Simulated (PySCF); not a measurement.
`InChI=1S/C6H8O2Se/c1-9-6(2-4-7)3-5-8/h2-5,7H,1H3/p-1/b4-2+,6-3+`, charge -1

Geometry (Å), atoms numbered from 1 in this order:
```xyz
16

C     2.4965   -0.7135    0.2994
Se    1.4154    0.6247    1.2095
C    -0.1833    0.5795    0.1087
C    -0.7844   -0.6497   -0.1814
C    -0.5995   -1.8747    0.5206
O    -1.1353   -2.9543    0.2705
C    -0.5841    1.8559   -0.2966
C    -1.8686    2.1654   -0.8393
O    -2.2455    3.2661   -1.2374
H     2.1130   -1.7278    0.4688
H     3.5158   -0.6296    0.7047
H     2.5108   -0.5002   -0.7777
H    -1.5259   -0.6766   -0.9870
H     0.0988   -1.7954    1.4001
H     0.1010    2.6996   -0.1729
H    -2.5817    1.2967   -0.8678
```

Total charge -1.

Method: quadratic response CAM-B3LYP/aug-cc-pVDZ first hyperpolarisability, Taylor convention, gas phase (PySCF 2.14.0). Geometry: PBE0-D3(BJ)/def2-SVP.

The calculation is non-relativistic, which matters for the atoms heavier than Zn. For a gas-phase anion, states above the detachment energy (about 2.6 eV, taken as minus the energy of the highest occupied orbital) lie in the continuum and depend on the basis.

Problem. Give β for the processes computed.

Solution. In 10⁻³⁰ esu, Taylor convention; the vector part is βᵢ = ⅓ Σⱼ (βᵢⱼⱼ + βⱼᵢⱼ + βⱼⱼᵢ):
| process | λ (nm) | β vector norm | β HRS | depolarisation ratio |
| --- | --- | --- | --- | --- |
| static β(0;0,0) | ∞ | 5.77 | 2.49 | 4.42 |
| second harmonic β(−2ω;ω,ω) | 1907 | 6.19 | 2.68 | 4.35 |
| Pockels β(−ω;ω,0) | 1907 | 5.91 | – | – |
| second harmonic β(−2ω;ω,ω) | 1064 | 7.38 | 3.26 | 4.08 |
| Pockels β(−ω;ω,0) | 1064 | 6.22 | – | – |

Problem. Which lowest excitations and polarisabilities go with it?

Solution. S1 3.52 eV (f = 0.289); S2 3.67 eV (f = 0.072); S3 3.94 eV (f = 0.033); isotropic α 142.5 au static, 143.8 au at 1907 nm, 147.1 au at 1064 nm, 148.4 au at 953.5 nm, 168.4 au at 532 nm.
